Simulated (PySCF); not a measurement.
## Correlation energy of Ge²⁺ (germanium, charge +2)

[Ar] 3d10 4s1 4p1, high-spin 3P determinant (an excited configuration). Computed with PySCF 2.14 in aug-cc-pVTZ-DK (7s6p4d2f, 59 functions), with scalar relativity by spin-free X2C-1e. Frozen: [Ar] 3d10; 2 electrons correlated.

With two correlated electrons CCSD is exact within the correlated space (frozen core and kept virtual orbitals).

```json
{"level": "CCSD", "correlation energy (mhartree)": "-3.97"}
```

Diagnostics: T1 = 0.0022, D1 = 0.0039, largest double amplitude 0.028.

Cost of the coupled-cluster step: roughly 0.6 core-seconds, for 2 correlated electrons.
